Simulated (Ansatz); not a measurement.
Consider the redistribution: `C[SiH](C)[SiH2]F` + `[SiH3]OP` → `F[SiH2]P` + `C[SiH](C)O[SiH3]`.

Program: Ansatz. Geometries: PBE0-D4/def2-TZVP. ΔE: electronic, gas phase. CBS: MP2 limit from def2 TZ/QZ plus the TZ coupled-cluster correction, frozen cores. Functionals use def2-TZVPP. One conformer a species, not always the lowest.

```csv
level,ΔE (kJ/mol)
r2SCAN-D4,-164.1
CCSD(T)/def2-TZVPP,-162.4
```

Q: What does CCSD(T)/CBS give? (Estimate.)

A: Computed: -163.1 kJ/mol. The listed levels differ from it by -1.0, 0.7 kJ/mol.

Largest T1 diagnostic among the species: 0.013.

From PBE to PBE0 (25 % exact exchange), in def2-TZVPP and without D4, ΔE moves by −6.9 kJ/mol.
